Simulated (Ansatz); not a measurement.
`CC[Se]C=N` and `CC[Se][SiH3]` differ in one atom or group.

Ansatz, PBE0-D4/def2-TZVP geometries, multiplicity 1. Each molecule was computed in one conformer, which needn't be the lowest.

Scalar relativity is left out up to krypton.

```tsv
property	`CC[Se]C=N`
HOMO–LUMO gap (ωB97M-V/def2-TZVPP) / eV	10.51
HOMO–LUMO gap (PBE0/def2-TZVPP) / eV	6.33
LUMO energy (PBE/def2-TZVPP) / eV	-1.34
HOMO–LUMO gap (PBE/def2-TZVPP) / eV	4.23
size of the dipole moment (PBE/def2-TZVPP) / D	2.58
HOMO energy (PBE/def2-TZVPP) / eV	-5.57
```

**Question.** What does the change do to each property? (An estimate is asked.)

**Answer.** The calculation gave: 
```
                                      property  `CC[Se][SiH3]`  shift
       HOMO–LUMO gap (ωB97M-V/def2-TZVPP) / eV           10.37  -0.14
          HOMO–LUMO gap (PBE0/def2-TZVPP) / eV            6.47   0.14
             LUMO energy (PBE/def2-TZVPP) / eV           -0.95   0.39
           HOMO–LUMO gap (PBE/def2-TZVPP) / eV            4.48   0.25
size of the dipole moment (PBE/def2-TZVPP) / D            1.51  -1.07
             HOMO energy (PBE/def2-TZVPP) / eV           -5.43   0.14
```

With PBE0 the HOMO rises by 0.09 eV and the LUMO rises by 0.23 eV, so the gap widens by about 0.14 eV. PBE moves the HOMO by 0.14 eV and ωB97M-V by 0.05 eV. Dipoles are sizes alone; their direction can turn.

Spin–orbit coupling is left out; it splits and shifts lone-pair levels of the heavy atoms by tenths of an eV.
